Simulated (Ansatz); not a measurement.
Molecule: C$_{5}$H$_{11}$O (charge 0, doublet). It need not be the lowest isomer of its formula. 
Coordinates optimised at B3LYP-D3(BJ)/def2-TZVP (Ansatz, a quantum-chemistry and plane-wave program):
SMILES: CCC[C](C)O
```xyz
17

C     -2.7130    -0.1412    -0.3422
C     -1.3211     0.3237     0.0727
C     -0.2113    -0.6270    -0.4207
C      1.1618    -0.2313    -0.0062
C      1.8635     0.9337    -0.6127
O      1.3971    -0.4724     1.3348
H     -2.9316    -1.1321     0.0632
H     -3.4862     0.5422     0.0143
H     -2.7998    -0.2038    -1.4300
H     -1.2592     0.3970     1.1611
H     -1.1361     1.3282    -0.3196
H     -0.2496    -0.6832    -1.5127
H     -0.4190    -1.6331    -0.0424
H      1.5082     1.8960    -0.2087
H      1.7104     0.9557    -1.6922
H      2.9433     0.8911    -0.4333
H      2.2634    -0.1264     1.5762
```
Charge 0, spin multiplicity 2.

Property: atomisation energy (electronic, to ground-state atoms), in kcal/mol. Valence correlation only, unless marked. Open shells are spin-unrestricted. No spin-orbit coupling. No relativistic terms. The coupled-cluster limit lacks core correlation, which all-electron functionals hold. CBS marks a two-point X^-3 extrapolation of the correlation energy; Hartree-Fock from the larger set. The bracket is a focal-point correction in the basis named.

```csv
level,program,atomisation energy (kcal/mol),minus last row
HF/STO-3G,Ansatz,1455.4,-140.2
HF/cc-pVDZ,Ansatz,1173.7,-421.9
BLYP-D4/def2-TZVPD,Ansatz + dftd4,1590.5,-5.1
BLYP/def2-TZVPD,Ansatz,1574.3,-21.3
revPBE-D3(BJ)/def2-TZVPD,Ansatz + dftd3,1589.3,-6.3
r2SCAN/def2-TZVPD,Ansatz,1600.1,4.5
r2SCAN0-D4/def2-TZVPD,Ansatz + dftd4,1584.8,-10.8
r2SCAN0/def2-TZVPD,Ansatz,1582.6,-13.0
HSE06-D4/def2-TZVPD,Ansatz + dftd4,1608.5,12.9
CAM-B3LYP/def2-TZVPD,Ansatz,1598.1,2.5
LC-wPBE-D3(BJ)/def2-TZVPD,Ansatz + dftd3,1604.0,8.4
wB97M-V/def2-TZVPD,Ansatz,1597.4,1.8
B2PLYP/def2-TZVPD,Ansatz,1575.2,-20.4
PBE-QIDH/def2-TZVPD,Ansatz,1587.0,-8.6
MP2/cc-pVDZ,Ansatz,1499.9,-95.7
RI-MP2/cc-pVTZ,Ansatz,1575.6,-20.0
SCS-MP2/6-31G*,Ansatz,1460.6,-135.0
SCS-MP2/cc-pVTZ,Ansatz,1569.2,-26.4
CCSD/cc-pVTZ,Ansatz,1539.5,-56.1
CCSD(T)/cc-pwCVTZ,Ansatz,1560.0,-35.6
"RI-MP2/CBS(cc-pVTZ,cc-pVQZ)+[CCSD(T)-MP2]/cc-pVTZ",Ansatz,1595.6,0.0
```
